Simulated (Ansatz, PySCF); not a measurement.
This PySCF input computes a PBE0/def2-TZVPD energy:

```python
from pyscf import gto, scf, dft

mol = gto.M(
    atom='''
    B     0.47711433    0.06454583   -0.02484595
    F     0.68599622   -1.23554677   -0.19454781
    F     1.51669143    0.87899531    0.00440865
    O    -0.76411204    0.58432440    0.12054682
    C    -1.90761067   -0.15799048    0.09323758
    H    -2.81268111    0.39215245    0.28183084
    H    -1.83851896   -1.23257076    0.02985141
    ''',
    basis='def2-tzvpd',
    charge=0,
    spin=1,
    verbose=4,
)

mf = dft.UKS(mol, xc='pbe0').density_fit(auxbasis='def2-universal-jkfit')
mf.grids.level = 3
mf.conv_tol = 1e-9
mf.max_cycle = 100
mf.max_memory = 1500
mf.kernel()
if not mf.converged:
    mf = mf.newton()
    mf.kernel(mf.make_rdm1())
for _ in range(2):
    mo, _, stable, _ = mf.stability(return_status=True)
    if stable:
        break
    mf.kernel(mf.make_rdm1(mo, mf.mo_occ))
mf.analyze()
```

Question: Write an input for the same energy in Ansatz (an electronic-structure program) and say what it gives.

Answer: 
Ansatz 0.2 input:
```yaml
crystal:
  periodic: [false, false, false]
  atoms:
    - {symbol: B, position_ang: [0.47711433, 0.06454583, -0.02484595]}
    - {symbol: F, position_ang: [0.68599622, -1.23554677, -0.19454781]}
    - {symbol: F, position_ang: [1.51669143, 0.87899531, 0.00440865]}
    - {symbol: O, position_ang: [-0.76411204, 0.58432440, 0.12054682]}
    - {symbol: C, position_ang: [-1.90761067, -0.15799048, 0.09323758]}
    - {symbol: H, position_ang: [-2.81268111, 0.39215245, 0.28183084]}
    - {symbol: H, position_ang: [-1.83851896, -1.23257076, 0.02985141]}
basis:
  gaussian:
    orbitals: def2-TZVPD
hamiltonian:
  xc: {name: PBE0}
magnetization: {spin_polarized: true, initial_magnetization: 1}
output: {forces: true}
```
It gives -338.96914 Eh, and PySCF -338.96920 Eh, a difference of 0.06 mEh, from the treatment of integrals and grids.

It need not be the lowest isomer of its formula.
